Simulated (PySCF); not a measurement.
H2Te2, SMILES [TeH][TeH]. The structure is a stationary point at B3LYP-D3(BJ)/def2-TZVP. The def2 effective core potentials stand for the cores of Te; spin–orbit coupling is left out.

Computed equilibrium geometry at B3LYP-D3(BJ)/def2-TZVP (PySCF confirms it by a frequency run) as a Z-matrix, and its point group:
point group C2.
```
Te
H 1 1.6675
Te 1 2.7310 2 95.57
H 3 1.6675 1 95.57 2 -89.92
```
Charge 0, spin multiplicity 1.
